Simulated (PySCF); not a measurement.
## SMILES CC1=C=CCCCCCC1, C10H16

Cartesian coordinates in Å; atom numbers follow the order of the lines, from 1:
```xyz
26

C     3.107   -0.190   -0.946
C     1.833   -0.132   -0.156
C     1.128    0.960    0.039
C     0.208    1.863    0.277
C    -1.095    1.976   -0.478
C    -2.186    1.121    0.200
C    -2.332   -0.317   -0.315
C    -1.056   -1.137   -0.503
C    -0.197   -1.386    0.744
C     1.296   -1.432    0.423
H     3.932   -0.584   -0.329
H     3.400    0.800   -1.319
H     3.000   -0.872   -1.806
H     0.307    2.492    1.173
H    -1.416    3.029   -0.498
H    -0.963    1.668   -1.527
H    -3.165    1.614    0.080
H    -1.995    1.116    1.287
H    -2.843   -0.281   -1.292
H    -3.024   -0.852    0.360
H    -1.334   -2.107   -0.950
H    -0.437   -0.637   -1.266
H    -0.368   -0.594    1.490
H    -0.496   -2.329    1.231
H     1.876   -1.706    1.322
H     1.496   -2.233   -0.313
```

Method used: PySCF 2.14.0, quadratic response CAM-B3LYP/def2-SVPD first hyperpolarisability, Taylor convention, gas phase. Geometry: PBE0-D3(BJ)/def2-SVP.

(1) Give β for the processes computed.

(2) Which lowest excitations, dipole and polarisabilities go with it?

## Answers

(1) In au, Taylor convention; the vector part is βᵢ = ⅓ Σⱼ (βᵢⱼⱼ + βⱼᵢⱼ + βⱼⱼᵢ); β∥ is 3/5 of the vector part along the dipole, the dipole points from − to +:
| process | λ (nm) | β vector norm | β∥ | β HRS | depolarisation ratio |
| --- | --- | --- | --- | --- | --- |
| static β(0;0,0) | ∞ | 71.4 | 38.8 | 34.2 | 3.44 |
| second harmonic β(−2ω;ω,ω) | 1907 | 74.8 | 40.9 | 35.8 | 3.47 |
| Pockels β(−ω;ω,0) | 1907 | 72.5 | 39.5 | – | – |
| second harmonic β(−2ω;ω,ω) | 1064 | 83.4 | 46.2 | 39.8 | 3.52 |
| Pockels β(−ω;ω,0) | 1064 | 75.1 | 41.0 | – | – |

(2) S1 5.51 eV (f = 0.001); S2 5.92 eV (f = 0.001); S3 6.61 eV (f = 0.038); dipole 0.56 D; isotropic α 118.5 au static, 118.8 au at 1907 nm, 119.5 au at 1064 nm, 119.8 au at 953.5 nm, 123.0 au at 532 nm.
